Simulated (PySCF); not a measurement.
B(Me)(NCO)(OH) (C₂H₄BNO₂), SMILES CB(O)N=C=O.

The structure is a stationary point at PBE0-D3(BJ)/def2-SVP. The structure was generated by enumeration, and PubChem lists no compound with its InChIKey, so it may never have been made. Other conformers were not sampled.

Two levels are set side by side: PBE/def2-TZVP (PySCF) and PBE0/def2-TZVP (PySCF). Same geometry, gas phase. Differences are taken from unrounded values.

```tsv
quantity	PBE
orbital gap (eV)	5.68
highest occupied level (eV)	-7.01
lowest empty level (eV)	-1.33
dipole moment (D)	3.47
mean polarisability (bohr³)	52.4
```

**Question.** These are the PBE values. What does PBE0 give? (Estimate from the structure and the level; the computed values follow.)

**Answer.** 
```
quantity                      PBE0  PBE minus PBE0
---------------------------  -----  --------------
orbital gap (eV)              8.09           -2.41
highest occupied level (eV)  -8.43            1.42
lowest empty level (eV)      -0.34           -0.99
dipole moment (D)             3.64           -0.17
mean polarisability (bohr³)   50.1             2.4
```

Without exact exchange PBE keeps part of each electron's self-repulsion, which lifts occupied levels and narrows the gap. PBE's more diffuse valence density responds more strongly to a field. Differences between two approximate levels are no errors against the true value.

Rough cost on one machine, each run with all the roots and properties that it gave: PBE0 against PBE within a factor of 2.
